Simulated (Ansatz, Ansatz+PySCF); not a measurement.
```xyz
2

P     0.0000    0.0000    0.0000
O     0.0000    0.0000    1.8800
```

Basis set: 6-31G (spherical functions). Correlated methods keep 6 orbitals frozen. Correlation on ROHF uses semicanonical orbitals with singles. Charge 0, multiplicity 2.

Computed with Ansatz (development build ahead of 0.2.0); the reference of a correlated method needn't be the lowest determinant of its kind.

The atomization energy at this shape (free ground-state atoms in the same class of orbitals less the molecule, no zero-point energy) of doublet PO:

| method | atomization energy |
| --- | --- |
| ROHF-CCSD(T) | 60.63 kcal/mol |

What does UHF-CCSD(T) give?

59.34 kcal/mol. Caution: the reference determinant was not shown to be the lowest; the shape is not the minimum. Caution for ROHF-CCSD(T): an unrestricted determinant lies well below; large share of triples, a single reference is doubtful; the program doubts this total. Caution for UHF-CCSD(T): a plain start can end on a higher determinant; another reference gives a lower total; large amplitudes, a single reference is doubtful; the unrestricted determinant is a mixture of spin states.

This basis has no polarisation functions and is too small for such energies, which can lie far from measured ones in either direction.
